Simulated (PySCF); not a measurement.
## Stretching TlPb

Set-up: basis Tl def2-SVP with ECP60, Pb def2-SVP with ECP60; scalar-relativistic core potentials; PySCF 2.14. Energies in eV from Tl + Pb in their ground configurations at the same level. State: ⁴Σ⁻ (quartet), unpaired electrons σ ↑, π ↑↑.

All columns are PBEsol. A positive dipole means Tl(−)Pb(+).

```tsv
R (Å)	E (eV)	μ (D)	Mulliken charge on Tl (basis-dependent)	HOMO (eV)	LUMO (eV)	Mayer bond order	⟨S²⟩
2.563	-1.612	-0.52	0.03	-4.24	-3.31	1.57	3.75
2.682	-1.939	-0.75	0.06	-4.30	-3.18	1.51	3.75
2.801	-2.104	-1.00	0.08	-4.26	-3.15	1.45	3.75
2.891	-2.157	-1.19	0.09	-4.18	-3.17	1.41	3.75
2.980	-2.166	-1.39	0.11	-4.10	-3.17	1.37	3.75
3.069	-2.144	-1.59	0.12	-4.03	-3.17	1.34	3.75
3.189	-2.082	-1.86	0.14	-3.94	-3.15	1.30	3.75
3.338	-1.970	-2.18	0.15	-3.84	-3.13	1.26	3.75
3.516	-1.811	-2.55	0.16	-3.74	-3.08	1.22	3.75
3.755	-1.585	-3.00	0.18	-3.63	-3.02	1.19	3.75
```

A fit through these points gives, at Re = 2.958 Å, μ = -1.34 D and dμ/dR = -2.24 D/Å; the reduced mass is 103.2 u.

**Question.** How strong is the fundamental in the double-harmonic approximation, I = 42.26·(dμ/dR)²/μred km/mol?

**Answer.** I = 42.26·(-2.24)²/103.2 = 2.05 km/mol at PBEsol.

These are scalar-relativistic numbers at best; spin–orbit coupling would shift them, the dissociation energy most. The state is the lowest determinant that a PBE0 search found; another state may lie lower at other levels.
